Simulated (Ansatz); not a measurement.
Consider the formal loss of a carbene: `[SiH3]NC[SiH2]Cl` → `[CH2]` (triplet) + `[SiH3]N[SiH2]Cl`.

Program: Ansatz. Geometries: PBE0-D4/def2-TZVP. ΔE: electronic, gas phase. CCSD(T)/CBS adds triple-zeta CCSD(T) − MP2 to the extrapolated MP2 energy (def2 sets, frozen cores). This one scheme is used for every species. Functionals use def2-TZVPP. B3LYP here is the variant with VWN-RPA as its local correlation; programs differ in this. Triplets are unrestricted, without spin–orbit coupling. Each species was taken in one conformer, which may not be the lowest.

`[SiH3]NC[SiH2]Cl`:

Z-matrix (Å, degrees):
```
Si
N 1 1.721
H 1 1.494 2 114.4
H 1 1.487 2 108.4 3 119.4
H 1 1.485 2 107.2 3 -120.7
C 2 1.456 1 123.3 3 -65.3
H 2 1.008 1 118.3 3 89.4
Si 6 1.875 2 106.6 1 -138.7
H 6 1.095 2 109.4 1 -21.9
H 6 1.097 2 113.8 1 96.7
Cl 8 2.062 6 111.3 2 -172.9
H 8 1.485 6 109.1 2 -53.9
H 8 1.481 6 110.4 2 67.0
```

`[CH2]` (triplet):

Cartesian coordinates in Å:
```
C -0.185 0.184 0.090
H 0.107 0.357 -0.934
H 0.077 -0.541 0.845
```

`[SiH3]N[SiH2]Cl`:

Cartesian coordinates in Å:
```
Si -1.503 0.338 0.329
N -0.141 -0.647 -0.096
Si 1.504 -0.188 -0.129
Cl 2.058 0.733 -1.892
H -0.959 1.561 0.969
H -2.316 0.718 -0.856
H -2.391 -0.384 1.278
H -0.353 -1.531 -0.537
H 1.747 0.794 0.948
H 2.354 -1.393 -0.015
```

```tsv
level	ΔE (kJ/mol)	difference from CCSD(T)/CBS
BLYP-D4	316.8	1.5
B97M-V	316.2	0.9
B3LYP-D4	313.1	-2.2
r2SCANh-D4	292.9	-22.4
r2SCAN0-D4	289.6	-25.7
ωB97M-V	321.0	5.7
PBE0	315.5	0.2
r2SCANh	291.0	-24.3
r2SCAN0	287.6	-27.7
BHLYP	289.4	-25.9
HF/def2-SVP	179.7	-135.6
CCSD/def2-SVP	299.0	-16.3
CCSD(T)/def2-SVP	308.2	-7.1
SCS-MP2/def2-TZVPP	315.8	0.5
HF/CBS(def2)	162.7	-152.6
MP2/CBS(def2)	324.3	9.0
CCSD(T)/CBS	315.3	0
```

Largest T1 diagnostic among the species: 0.011.

From r2SCAN to r2SCAN0 (25 % exact exchange), in def2-TZVPP and without D4, ΔE moves by −6.0 kJ/mol. In def2-TZVPP, CCSD(T) changes the Hartree–Fock value by +141.7 kJ/mol (the triples alone add +11.9 kJ/mol) and MP2 by +150.7 kJ/mol. At CCSD(T), def2-SVP lies −7.1 kJ/mol from the extrapolated value and def2-TZVPP −10.1 kJ/mol.

CCSD(T)/CBS has its own doubt, a few kJ/mol and more with outer-core shells, so smaller differences from it don't rank the levels.
